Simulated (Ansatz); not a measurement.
Basis-set series for CH6AlFSi, SMILES `C[SiH2][AlH][F]`. The species carries charge 0 and has multiplicity 1. Geometry: relaxed with PBE0-D4/def2-TZVP. It is one conformer, not always the lowest.

Cartesian coordinates in Å:
```
C 0.011 -1.414 -0.822
Si -0.733 0.198 -0.197
Al 0.807 1.486 1.212
F 0.239 2.897 1.864
H -0.705 -1.952 -1.447
H 0.290 -2.065 0.010
H 0.908 -1.227 -1.416
H -1.977 -0.090 0.578
H -1.148 1.041 -1.358
H 2.308 1.126 1.577
```

```json
{"functional": "PBE0-D4", "basis": "def2-SVP", "functions": "94", "energy (Eh)": "-672.88996", "HOMO (eV)": "-7.52", "LUMO (eV)": "-1.55"}
{"functional": "PBE0-D4", "basis": "def2-QZVPP", "functions": "434", "energy (Eh)": "-673.27566", "HOMO (eV)": "-7.53", "LUMO (eV)": "-1.70"}
{"functional": "ωB97M-V", "basis": "def2-SVP", "functions": "94", "energy (Eh)": "-673.16493", "HOMO (eV)": "-9.48", "LUMO (eV)": "0.18"}
{"functional": "ωB97M-V", "basis": "def2-QZVPP", "functions": "434", "energy (Eh)": "-673.55609", "HOMO (eV)": "-9.53", "LUMO (eV)": "-0.16"}
```

(1) Give the rows for def2-TZVPP. (Best estimate.)

Answers

(1) Ansatz gave: 
```tsv
functional	basis	functions	energy (Eh)	HOMO (eV)	LUMO (eV)
PBE0-D4	def2-TZVPP	230	-673.24990	-7.52	-1.67
ωB97M-V	def2-TZVPP	230	-673.53143	-9.52	-0.02
```
